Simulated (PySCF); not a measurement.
Simulated absorption spectrum

Compound: C5H9OP.
Cartesian coordinates in Å at the GFN2-xTB level; atoms count from 1:
```
atom  x, y, z in Å
C1     3.277    0.111   -0.246
C2     2.139   -0.695   -0.771
C3     0.856   -0.441   -0.518
P4    -0.470   -1.463   -1.190
C5    -1.820   -0.680   -0.554
O6    -1.788    0.417    0.240
C7    -3.036    0.907    0.663
H8     3.864    0.514   -1.072
H9     2.922    0.934    0.370
H10    3.939   -0.518    0.348
H11    2.408   -1.538   -1.396
H12    0.566    0.395    0.103
H13   -2.804   -1.073   -0.792
H14   -2.831    1.778    1.284
H15   -3.654    1.205   -0.191
H16   -3.577    0.158    1.251
```

Computed, not measured: PySCF 2.14.0, density-fitted response routines, TDDFT CAM-B3LYP/def2-SVPD, vertical, gas phase, core orbitals frozen in the response.

Computed states:

```tsv
state	E (eV)	f
S1	4.56	0.477
S2	5.07	0.0071
S3	5.64	0.0050
S4	5.87	0.034
S5	6.07	0.014
S6	6.60	0.191
S7	6.62	0.0064
S8	6.68	0.0003
```

Broadening: Gaussians 0.4 eV wide at half height, area fixed by f = 4.319×10⁻⁹ ∫ε dν̃. The width is an assumption, not a result. The curve ends short of the highest state used, and states not computed would add to its high-energy end.

(1) Give the broadened spectrum and its maxima.

(2) On this curve, what absorbance would a 10⁻⁵ mol/L sample give at 254 nm over a 1 cm path?

Results:

(1) 
(λ (nm), ε (L mol⁻¹ cm⁻¹)): (204.0, 2211), (206.0, 2586), (208.0, 2869), (210.0, 2964), (211.9, 2853), (213.9, 2553), (215.9, 2135), (217.9, 1680), (219.9, 1256), (221.9, 900), (223.9, 626), (225.8, 440), (227.8, 313), (229.8, 245), (231.8, 227), (233.8, 248), (235.8, 299), (237.7, 367), (239.7, 456), (241.7, 568), (243.7, 732), (245.7, 1002), (247.7, 1467), (249.6, 2196), (251.6, 3397), (253.6, 5169), (255.6, 7602), (257.6, 10705), (259.6, 14382), (261.5, 18213), (263.5, 22299), (265.5, 26072), (267.5, 29159), (269.5, 31246), (271.5, 32138), (273.5, 31782), (275.4, 30369), (277.4, 27950), (279.4, 24851), (281.4, 21377), (283.4, 17816), (285.4, 14406), (287.3, 11462), (289.3, 8770), (291.3, 6534), (293.3, 4746), (295.3, 3365), (297.3, 2331), (299.2, 1611), (301.2, 1070), (303.2, 696), (305.2, 444), (307.2, 278), (309.2, 171), (311.1, 106), (313.1, 63)

Maxima: 272 nm (4.56 eV), ε about 32000, made up of S1 (100%); 210 nm (5.91 eV), ε about 3000, made up of S4 (76%) and S5 (21%) (ε in L mol⁻¹ cm⁻¹; maxima over ε = 5, shares over 10%).

(2) 254 nm is 4.881 eV, where ε is about 5600 L mol⁻¹ cm⁻¹, so A = ε c l ≈ 0.056 (Beer–Lambert, with the gas-phase spectrum and the assumed width).

One conformer stands for the species.
